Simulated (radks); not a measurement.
The numbers below are computed, except where a source is named.
All-electron atom: Ce3+ in [Xe] 4f1. Level of theory: scalar-relativistic Kohn-Sham, PBE, spin-polarised, spherical densities, finite nucleus; open shells are filled with parallel spins first (spin-orbit coupling, left out, can overturn this in heavy ions); Fermi nuclear charge, rms radius 4.8771 fm (a radial shooting solver on a logarithmic mesh with Libxc functionals).

Local quantities along the radius. ELF = 1/(1 + alpha^2) is the electron localisation function; alpha = (tau - tau_W)/tau_unif compares the Pauli kinetic energy density with that of the uniform gas (summed over spins); s = |grad rho|/(2 (3 pi^2)^(1/3) rho^(4/3)) is the reduced gradient. tau is taken from the large components.

| r (bohr) | ELF | alpha | s |
|---|---|---|---|
| 0.001535 | 0.999 | 0.02461 | 0.6702 |
| 0.002047 | 0.999 | 0.02610 | 0.6072 |
| 0.00273 | 0.999 | 0.02875 | 0.5650 |
| 0.003641 | 0.999 | 0.03322 | 0.5404 |
| 0.004856 | 0.998 | 0.04071 | 0.5317 |
| 0.006477 | 0.997 | 0.05373 | 0.5388 |
| 0.008708 | 0.994 | 0.07881 | 0.5635 |
| 0.01161 | 0.984 | 0.1288 | 0.6062 |
| 0.01549 | 0.945 | 0.2409 | 0.6652 |
| 0.02066 | 0.795 | 0.5074 | 0.7195 |
| 0.02756 | 0.478 | 1.046 | 0.6894 |
| 0.03675 | 0.323 | 1.449 | 0.4820 |
| 0.04902 | 0.478 | 1.044 | 0.2933 |
| 0.06538 | 0.713 | 0.6346 | 0.3187 |
| 0.0872 | 0.712 | 0.6353 | 0.4485 |
| 0.1163 | 0.429 | 1.153 | 0.4902 |
| 0.1551 | 0.374 | 1.293 | 0.2632 |
| 0.2069 | 0.685 | 0.6783 | 0.2636 |
| 0.276 | 0.723 | 0.6186 | 0.5135 |
| 0.3681 | 0.263 | 1.674 | 0.6381 |
| 0.4909 | 0.423 | 1.167 | 0.1754 |
| 0.6547 | 0.760 | 0.5620 | 0.3711 |
| 0.8803 | 0.501 | 0.9985 | 0.6803 |
| 1.174 | 0.290 | 1.566 | 0.5655 |
| 1.566 | 0.697 | 0.6590 | 0.5608 |
| 2.089 | 0.768 | 0.5489 | 1.092 |
| 2.786 | 0.407 | 1.207 | 2.445 |
| 3.715 | 0.032 | 5.499 | 6.936 |
| 4.955 | 0.000 | 62.13 | 28.21 |

On this mesh the ELF has minima near r = 0.037, 0.13, 0.43, 1.2 bohr, which separate the shells, and maxima near 0.076 (0.75), 0.24 (0.76), 0.65 (0.76), 1.8 (0.79).
